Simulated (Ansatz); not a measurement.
```yaml
crystal:
  periodic: [false, false, false]
  atoms:
    - {symbol: Al, position_ang: [-0.007723, -0.011187, -0.018500]}
    - {symbol: F, position_ang: [1.640810, -0.007417, -0.029530]}
    - {symbol: F, position_ang: [-0.754091, 1.422601, 0.042449]}
    - {symbol: F, position_ang: [-0.889693, -1.410654, 0.016360]}
basis:
  gaussian: {orbitals: def2-SVPD}
hamiltonian: {xc: {name: r2SCAN}}
correlation: {method: rpa}
scf: {omitted_lower_state_checks: [starts]}
```

```sh
$ ansatz run in.yaml --threads 2 --pin off --events-out ev --progress --plain --max-ram 4352MiB
```

Shortened log:

```
Functional definition: r2SCAN
875 factors; integrals over basis functions are off by at most 1.7e-4 eV
mean field evaluation 1: about -14735.2313 eV, gradient 6.4e1 eV
mean field evaluation 2: about -14735.2329 eV, gradient 6.4e1 eV
mean field evaluation 4: about -14741.5770 eV, gradient 3.0e0 eV
mean field evaluation 8: about -14741.5899 eV, gradient 6.9e-1 eV
mean field evaluation 16: about -14741.5906 eV, gradient 4.9e-6 eV
mean field -14741.59063848 eV, -541.7434637552 hartree, gradient 4.9e-6 eV, S^2 0.000000; 0 other end points of the search recorded, 0 dependent functions left out
8 core orbitals not correlated: weight in the atoms' cores, before any rotation towards them, 1.000 or more for the frozen orbitals, at most 0.000 for the correlated occupied ones
reference -14698.11344406 eV, -540.1457063301 hartree; 12, 12 occupied and 73, 73 virtual orbitals, 875 factors
Total energy: -14722.47380785 eV, -541.0409331875 hartree
Checks for a lower state left out: starts
```

Hardware: 2 threads of AMD EPYC 7R43 on a shared host. Wall time 3 s.

Correlated methods freeze 8 core orbitals.
